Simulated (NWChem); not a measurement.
Species: CH2O3Si; SMILES C1(O[SiH2]O1)=O

```xyz
7

O      0.0000     0.0000     2.1126
C      0.0000     0.0000     0.9211
O      0.0000     1.1006     0.0651
Si     0.0000     0.0000    -1.2670
O      0.0000    -1.1006     0.0651
H     -1.2519     0.0000    -2.0766
H      1.2519     0.0000    -2.0766
```
Atoms are numbered in this order, from 1.

Computed with NWChem. Pople sets run with spherical d functions. STO-3G and 3-21G are far too small for this property and stand as cheap habits. Structure relaxed at the PBE-D3(BJ)/def2-SVP level. Field at 589 nm.

```json
[
 {"level": "B3LYP/STO-3G", "isotropic polarisability (bohr³)": "21.6", "anisotropy (bohr³)": "24.7", "relative time": "1"},
 {"level": "B3LYP/6-31G*", "isotropic polarisability (bohr³)": "36.1", "anisotropy (bohr³)": "25.7", "relative time": "6"},
 {"level": "B3LYP/def2-SVP", "isotropic polarisability (bohr³)": "37.3", "anisotropy (bohr³)": "25.9", "relative time": "5"},
 {"level": "B3LYP/def2-SVPD", "isotropic polarisability (bohr³)": "46.1", "anisotropy (bohr³)": "23.8", "relative time": "20"},
 {"level": "B3LYP/aug-cc-pVDZ", "isotropic polarisability (bohr³)": "46.6", "anisotropy (bohr³)": "24.8", "relative time": "40"}
]
```

Relative times are rough (shared machine, one core).
